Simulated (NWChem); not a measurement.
System: C₂H₃AlBrF; SMILES C=[CH][Al]([F])[Br]

Excerpt of the output:

```
             Northwest Computational Chemistry Package (NWChem) 7.3.0
             --------------------------------------------------------

 CS  symmetry detected

                             Geometry "geometry" -> ""
                             -------------------------

 Output coordinates in angstroms (scale by  1.889725989 to convert to a.u.)

  No.       Tag          Charge          X              Y              Z
 ---- ---------------- ---------- -------------- -------------- --------------
    1 Al                  13.0000    -0.59762811    -0.69261630     0.00000000
    2 F                    9.0000    -2.26215744    -0.88006065     0.00000000
    3 Br                  35.0000     0.21742708     1.41678634     0.00000000
    4 C                    6.0000     0.60079386    -2.20909375     0.00000000
    5 C                    6.0000     1.94219990    -2.03940826     0.00000000
    6 H                    1.0000     0.20993840    -3.24418007     0.00000000
    7 H                    1.0000     2.64611089    -2.89197781     0.00000000
    8 H                    1.0000     2.40462294    -1.03579438     0.00000000

 Effective nuclear repulsion energy (a.u.)     354.4101537979

      Symmetry information
      --------------------

 Group name             Cs
 Group number              2
 Group order               2
 No. of unique centers     8

                                 NWChem DFT Module
                                 -----------------

 Summary of "ao basis" -> "ao basis" (spherical)
 ------------------------------------------------------------------------------
       Tag                 Description            Shells   Functions and Types
 ---------------- ------------------------------  ------  ---------------------
 Al                         def2-svp                 8       18   4s3p1d
 F                          def2-svp                 6       14   3s2p1d
 Br                         def2-svp                12       32   5s4p3d
 C                          def2-svp                 6       14   3s2p1d
 H                          def2-svp                 3        5   2s1p

      Symmetry analysis of basis
      --------------------------

        a'         77
        a"         30

            General Information
            -------------------
          SCF calculation type: DFT
          Wavefunction type:  closed shell.
          No. of atoms     :     8
          No. of electrons :    72
           Alpha electrons :    36
            Beta electrons :    36
          Charge           :     0
          Spin multiplicity:     1
          Use of symmetry is: on ; symmetry adaption is: on
          Maximum number of iterations: 150
          AO basis - number of functions:   107
                     number of shells:    47
          Convergence on energy requested:  1.00D-06
          Convergence on density requested:  1.00D-05
          Convergence on gradient requested:  5.00D-04

              XC Information
              --------------
                         SCAN Method XC Functional
                  SCAN metaGGA Exchange Functional  1.000
                        SCAN Correlation Potential  1.000

             Grid Information
             ----------------
          Grid used for XC integration:  xcoarse
          Radial quadrature: Mura-Knowles
          Angular quadrature: Lebedev.
          Tag              B.-S. Rad. Rad. Pts. Rad. Cut. Ang. Pts.
          ---              ---------- --------- --------- ---------
          Al                  1.25       42          10.0       194
          F                   0.50       21          12.0       194
          Br                  1.15       75          11.0       194
          C                   0.70       21          10.0       194
          H                   0.35       21          11.0       194
          Grid pruning is: on
          Number of quadrature shells:   243
          Spatial weights used:  Erf1

      Superposition of Atomic Density Guess
      -------------------------------------

 Sum of atomic energies:       -2989.91719519

      Non-variational initial energy
      ------------------------------

 Total energy =   -2991.397561
 1-e energy   =   -4865.826527
 2-e energy   =    1520.018812
 HOMO         =      -0.351338
 LUMO         =      -0.036273

      Symmetry analysis of molecular orbitals - initial
      -------------------------------------------------

  Numbering of irreducible representations:

     1 a'          2 a"

  Orbital symmetries:

     1 a'          2 a'          3 a'          4 a'          5 a"
     6 a'          7 a'          8 a'          9 a'         10 a'
    11 a'         12 a'         13 a"         14 a'         15 a'
    16 a'         17 a"         18 a'         19 a'         20 a"
    21 a'         22 a"         23 a'         24 a'         25 a'
    26 a'         27 a'         28 a'         29 a"         30 a'
    31 a'         32 a'         33 a"         34 a'         35 a'
    36 a"         37 a"         38 a'         39 a"         40 a'
    41 a'         42 a'         43 a'         44 a'         45 a'
    46 a'

[...]

                         DFT ENERGY GRADIENTS

    atom               coordinates                        gradient
                 x          y          z           x          y          z
   1 Al     -1.129353  -1.308855   0.000000    0.004258  -0.000978   0.000000
   2 F      -4.274858  -1.663073   0.000000   -0.008693  -0.001154   0.000000
   3 Br      0.410878   2.677338   0.000000    0.001811   0.004805   0.000000
   4 C       1.135336  -4.174582   0.000000   -0.002658  -0.001414   0.000000
   5 C       3.670226  -3.853923   0.000000    0.003368   0.000748   0.000000
   6 H       0.396726  -6.130611   0.000000   -0.001243  -0.002164   0.000000
   7 H       5.000425  -5.465046   0.000000    0.001901  -0.003255   0.000000
   8 H       4.544078  -1.957368   0.000000    0.001256   0.003413   0.000000
```

Level: SCAN/def2-SVP. Structure relaxed at the PBE-D3(BJ)/def2-SVP level.

**Question.** Reconstruct the input file.

**Answer.** Several could match; the one computed here: the input that was run:
```
start job
memory heap 200 mb stack 900 mb global 1100 mb
geometry units angstroms noautoz
  Al    -0.602808    -0.691745     0.000000
  F     -2.265171    -0.897518     0.000000
  Br     0.188956     1.426510     0.000000
  C      0.612250    -2.194926     0.000000
  C      1.951705    -2.010471     0.000000
  H      0.232823    -3.234256     0.000000
  H      2.664967    -2.855233     0.000000
  H      2.403042    -1.001823     0.000000
end
basis spherical
  Al library def2-svp
  F library def2-svp
  Br library def2-svp
  C library def2-svp
  H library def2-svp
end
dft
  xc scan
  grid xcoarse
  iterations 150
  mulliken
end
task dft gradient
```
